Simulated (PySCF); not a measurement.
4H-thiopyran-4-one, C5H4OS.
Numbering: `[O:1]=[c:2]1[cH:3][cH:4][s:5][cH:6][cH:7]1` (hydrogens: H8 on C3; H9 on C4; H10 on C6; H11 on C7)

Structure used (GFN2-xTB), in Å, numbered top down from 1:
```xyz
11
C5H4OS angstrom
O     -0.0877    2.4276   -0.1211
C     -0.0436    1.2078   -0.0616
C     -1.2569    0.3926   -0.0708
C     -1.3011   -0.9435   -0.0102
S      0.0730   -1.9842    0.0943
C      1.3671   -0.8408    0.0926
C      1.2256    0.4880    0.0228
H     -2.1824    0.9487   -0.1330
H     -2.2317   -1.4908   -0.0221
H      2.3347   -1.3156    0.1553
H      2.1083    1.1130    0.0279
```

The closed-shell SCF was solved with PySCF and density fitting under several settings on one GFN2-xTB geometry (grid level 2 and gas phase unless stated).

```
                     settings  basis functions  SCF cycles     E (Eh)  HOMO (eV)  LUMO (eV)  dipole (D)
                PBE0/pcSseg-1              146          15  -665.8334      -7.06      -1.64        3.87
          CAM-B3LYP/def2-SVPD              182          14  -665.8986      -8.23      -0.64        4.16
PBE0/STO-3G, start guess vsap               43          12  -658.1075      -3.58       1.72        3.00
                  WP04/STO-3G               43          16  -668.4244      -5.60      -1.53        3.34
```

Q: Estimate the row for these settings: HSE06/pcSseg-1.

A: 
```csv
settings,basis functions,SCF cycles,E (Eh),HOMO (eV),LUMO (eV),dipole (D)
HSE06/pcSseg-1,146,16,-665.8751,-6.68,-2.01,3.88
```

Q: Over all rows, what range does the HOMO–LUMO gap span?

A: From 4.07 eV (WP04/STO-3G) to 7.59 eV (CAM-B3LYP/def2-SVPD). The functional of the narrowest has 12 % exact exchange, that of the widest range-separated exact exchange.

Q: Compare two rows with the functional PBE0: PBE0/pcSseg-1 and PBE0/STO-3G, start guess vsap. Which energy is lower, and by how much?

A: PBE0/pcSseg-1 (146 functions) lies 7.7259 Eh or 4848 kcal/mol below PBE0/STO-3G, start guess vsap (43 functions).

Cycle counts include a coarse-grid stage where the run had one. WP04 was designed for NMR shieldings or shifts; total energies of different functionals aren't comparable.
